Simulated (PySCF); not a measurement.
Ionisation energy of Ar²⁺ by level of theory

Ar²⁺ [Ne] 3s2 3p4 [3p1/2^2 3p3/2^2, M_J = 2] → Ar³⁺ [Ne] 3s2 3p3 [3p1/2^2 3p3/2^1, M_J = 3/2], as a difference of total energies. Computed with PySCF 2.14 in x2c-TZVPPall-2c (5s6p3d1f, 45 functions), with the two-component X2C-1e Hamiltonian. Correlated levels: [Ne] frozen; the 6 highest virtual spinors dropped. "Screened" scales the spin-orbit matrix elements by Boettger's factors to mimic the two-electron term; Breit and QED terms are absent.

| method | ionisation energy (eV) | difference from reference (eV) |
| --- | --- | --- |
| GHF (spin-free) | 39.205 | -1.530 |
| GMP2 (spin-free) | 40.173 | -0.562 |
| GHF (screened spin-orbit) | 39.277 | -1.458 |
| GMP2 (screened spin-orbit) | 40.243 | -0.492 |

Reference: 40.735 ± 0.012 eV (semi-empirical (NIST evaluation); NIST Atomic Spectra Database, ionization energies).

Errors of the correlated levels include the incompleteness of this basis and the frozen core.

The labels give the starting determinants; with spin-orbit coupling the two ends relaxed to ⟨J²⟩ = 6.01, ⟨L²⟩ = 2.02, ⟨S²⟩ = 2.00 and ⟨J²⟩ = 3.75, ⟨L²⟩ = 0.00, ⟨S²⟩ = 3.75.
